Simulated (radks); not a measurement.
C II, configuration [He] 2s2 2p1.

Calculated with a radial shooting solver on a logarithmic mesh with Libxc functionals: non-relativistic Kohn-Sham, LDA (Slater exchange, VWN5 correlation), spin-polarised, spherical densities, point nucleus; open shells are filled with parallel spins first.

Energy parts (eV):
| part | energy |
|---|---|
| total | -1007.839 |
| kinetic | 1002.216 |
| electron-nucleus | -2295.944 |
| Hartree | 406.323 |
| exchange-correlation | -120.434 |

Orbitals (lengths in bohr, moments of r in powers of bohr):
| orbital | occ. | eigenvalue (eV) | <r^4> |
|---|---|---|---|
| 1s up | 1 | -285.8477 | 0.02696 |
| 1s down | 1 | -285.2173 | 0.02663 |
| 2s up | 1 | -26.2954 | 11.79 |
| 2s down | 1 | -24.5947 | 12.93 |
| 2p up | 1 | -17.8316 | 16.05 |
| 2p down | 0 | -16.1295 | 19.06 |

The highest occupied level is 2p up at -17.832 eV. The spin density at the nucleus is -0.0191 e/bohr^3 (1s -0.1844, 2s 0.1654), a Fermi contact field of -1 T. Virial ratio -V/T = 2.00561. Spin moment in Bohr magnetons: 1. Summed over all electrons, <r^2> = 8.121 bohr^2, which gives a Langevin (diamagnetic) susceptibility term of -6.43 x 10^-6 cm^3/mol. The density falls to 0.001 e/bohr^3 at r = 3.18 bohr.
